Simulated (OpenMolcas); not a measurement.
## Levels of Ag II by method

| Quantity | Value |
| --- | --- |
| Program | OpenMolcas |
| Basis | ANO-RCC-VQZP [8s7p5d3f2g1h] |
| Scalar Hamiltonian | DKH2, point nucleus |
| Active space | 10 electrons in 6 orbitals (4d 5s) |
| State averaging | 2S+1 = 1 even, 6 roots; 2S+1 = 3 even, 5 roots kept (CI in the orbitals of an earlier block) |
| Spin-orbit coupling | RASSI with atomic mean-field integrals over the reference wave functions, term energies averaged over their components |

Methods on the same reference wave functions:
A. CASSCF
B. SS-CASPT2, IPEA 0.25 Eh, imaginary shift 0.1 Eh (closed shells correlated: 4s 4p)

Energies in cm-1 above 4d10 1S0, the measured ground level; measured values from NIST Handbook of Basic Atomic Spectroscopic Data.

```json
{"Level": "4d10 1S0", "A": "0.0", "B": "0.0", "Measured": "0.0"}
{"Level": "4d9 5s 3D3", "A": "27886", "B": "37593", "Measured": "39168"}
{"Level": "4d9 5s 3D2", "A": "29547", "B": "39007", "Measured": "40745"}
{"Level": "4d9 5s 3D1", "A": "32247", "B": "41954", "Measured": "43743"}
{"Level": "4d9 5s 1D2", "A": "35265", "B": "43996", "Measured": "46049"}
```

Deviations, from unrounded energies. A percentage is the sum of absolute deviations over the sum of measured energies, with the sign that they share, or ± where signs differ.

```
           Against measurement  Levels      A     B
mean absolute deviation (cm-1)       4  11000  1800
      other configurations (%)       4  -26.4  -4.2
```

B lies closest to measurement on these levels. The largest miss of B in the table is 4d9 5s 1D2, by -2100 cm-1. The ranking rests on the paired levels alone, and a cruder setting can come out closer through cancelling errors.

The lowest spin-free term lies below A's lowest term by 0.668 hartree in B.

Terms from blocks run as CI alone lack orbitals of their own. A single d shell beside an s shell can misplace configurations of different d count against each other. Without dynamic correlation excited terms often stand tens of per cent too high (terms of higher spin than the ground term too low), and those without a measured partner can miss by more than the paired ones (holds for A). Measured partners are found by configuration, term and J. A level has none where our copy of the source lacks it or the pairing is in doubt (some pairs that miss far off the trend of their configuration count as doubtful), and it then counts in no deviation. Levels of configurations outside the active space are missing.
